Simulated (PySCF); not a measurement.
**Spectroscopy problems**

[PySCF 2.14.0 with density-fitted response routines: GFN2-xTB geometry; σ from GIAO-PBE0/pcSseg-1; equivalent nuclei averaged; gas phase; non-relativistic Hamiltonian; one conformer]

Shifts are taken against calculated references (same method and geometry level): $^{1}$H, $^{13}$C vs TMS. Splittings of carbon signals by F and P are missing where no couplings were computed. Where no couplings were computed, multiplicities follow the n + 1 count of equivalent neighbours, and m marks all less simple cases (inequivalent or close neighbours, rings, F or P nearby). Shifts are as computed. Against solution values, carbons near 30 ppm lie about +3 ppm off and those near 130 ppm about +5 ppm. Of 1211 compounds with measured shifts, 218 miss one by over three times the rms of a fit or turn the order of signals round; such compounds aren't used in these exercises.

Q: C5H10F2OSi. $^{1}$H NMR (300 MHz, computed): δ 5.33 (m, 1H), 5.21 (m, 2H), 5.17 (m, 2H), 5.08 (m, 2H), 2.15 (s, 3H). $^{13}$C{$^{1}$H} NMR (computed): δ 164.7 (C), 110.2 (CH), 80.5 (CH2), 76.9 (CH2), 18.2 (CH3). What is it?

A: `C/C(=C\CF)O[SiH2]CF`. Rings plus π bonds: 1 (no ring in the answer). 5 carbon signals for 5 carbons: no two carbons are equivalent. Carbon types of the structure: 1 × C, 1 × CH, 2 × CH2, 1 × CH3, leaving 2 H on heteroatoms. δC 164.7: alkene carbon bearing oxygen; an sp2 carbon further deshielded by the attached heteroatom. δC 110.2: β carbon of an enol-ether or enamine type C=C; the O or N lone pair pushes π density onto this β carbon and shields it. δC 80.5: allylic sp3 CH2 bonded to F; deshielded by the electronegative neighbour. δC 76.9: sp3 CH2 bonded to F and Si; deshielded by the electronegative neighbour.

The shifts were computed for this structure.

Q: C9H11N. $^{1}$H NMR (600 MHz, computed): δ 7.89 (s, 1H), 6.91 (m, 1H), 6.88 (m, 1H), 6.41 (d, 1H), 3.86 (s, 3H), 1.77 (m, 2H), 1.68 (m, 2H). $^{13}$C{$^{1}$H} NMR (computed): δ 156.8 (CH), 151.3 (CH), 144.7 (C), 142.2 (CH), 136.4 (CH), 45.3 (CH3), 42.0 (C), 15.9 (CH2). Give a structure.

A: SMILES C/N=C\C1=CC=CC12CC2. Rings plus π bonds: 5 (2 rings in the answer). 8 carbon signals for 9 carbons: some carbons are equivalent by symmetry or fast rotation. Carbon types of the structure: 2 × C, 4 × CH, 2 × CH2, 1 × CH3, which accounts for all hydrogens. δC 156.8: C=N carbon. δC 151.3, 142.2, 136.4: alkene CH; the olefinic region. δC 144.7: fully substituted alkene carbon; the olefinic region. δC 42.0, 15.9: three-membered-ring carbon.

This is the structure that produced the data.
